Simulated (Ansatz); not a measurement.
`CC(Cl)OBF` + `C[SeH]` → `C[Se]BF` + `CC(O)Cl`  (ligand exchange at a B–O bond)

Isolated molecules relaxed with PBE0-D4/def2-TZVP in Ansatz; ΔE leaves out vibrations. CBS: MP2 limit from def2 TZ/QZ plus the TZ coupled-cluster correction, frozen cores. DFT in def2-TZVPP. HSE06 is defined as in plane-wave codes. For Se outer-core shells are correlated without core-valence functions, which leaves a few kJ/mol of doubt a bond. Scalar relativity is left out up to krypton. One conformer a species, not always the lowest.

CCSD(T)/CBS gives +64.9 kJ/mol.

**Question.** Another level gave +69.2 kJ/mol. Which?
A. HSE06-D4/def2-TZVPP
B. ωB97M-V/def2-TZVPP
C. CAM-B3LYP-D4/def2-TZVPP
D. PBE-QIDH/def2-TZVPP

**Answer.** B. ωB97M-V 69.2, PBE-QIDH 63.0, HSE06-D4 58.1, CAM-B3LYP-D4 76.1 kJ/mol.

**Question.** What do rigid-rotor, harmonic-oscillator terms from PBE0-D4/def2-TZVP frequencies (298.15 K, 1 bar) make of the CCSD(T)/CBS value? (An estimate is asked.)

**Answer.** Ansatz gave: ΔZPE = +6.0 kJ/mol, ΔH = +70.9 kJ/mol, ΔS = 4 J/(mol·K), ΔG = +69.6 kJ/mol. Modes under 50 cm⁻¹ make the entropy rough.

Largest T1 diagnostic among the species: 0.012.

From r2SCAN to r2SCAN0 (25 % exact exchange), in def2-TZVPP and without D4, ΔE moves by +3.9 kJ/mol. Leaving LDA and LC-ωPBE aside and taking each functional with its dispersion term where it has one, the values, not all of them listed here, spread over 24.9 kJ/mol, from revPBE-D4 to CAM-B3LYP-D4. LDA lies +6.8 kJ/mol from PBE without D4.

CCSD(T)/CBS has its own doubt, a few kJ/mol and more with outer-core shells, so smaller differences from it don't rank the levels.
